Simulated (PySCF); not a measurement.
## Ionisation energy of Pt by level of theory

Pt [Xe] 4f14 5d9 6s1 (3D) → Pt⁺ [Xe] 4f14 5d9 (2D), as a difference of total energies. All numbers are calculated (PySCF 2.14, the spin-free X2C one-electron Hamiltonian (Gaussian nucleus), in x2c-TZVPPall). Correlated levels: valence and next inner shell: [Kr] 4d10 4f14 frozen. The calculations carry no spin-orbit coupling.

```tsv
method	ionisation energy (eV)
UHF	7.594
MP2 (valence and next inner shell)	9.086
SCS-MP2 (valence and next inner shell)	8.833
CCSD (valence and next inner shell)	8.769
CCSD(T) (valence and next inner shell)	8.851
```

How much does correlation contribute at CCSD(T) (valence and next inner shell)?

8.851 − (7.594) = 1.257 eV, measured against UHF.

A first-order spin-orbit estimate (lowest level to lowest level, LS coupling) adds -0.020 eV.

Errors of the correlated levels include the incompleteness of this basis and the frozen core.

For comparison: 8.959 eV (measured; NIST Atomic Spectra Database, ionization energies).
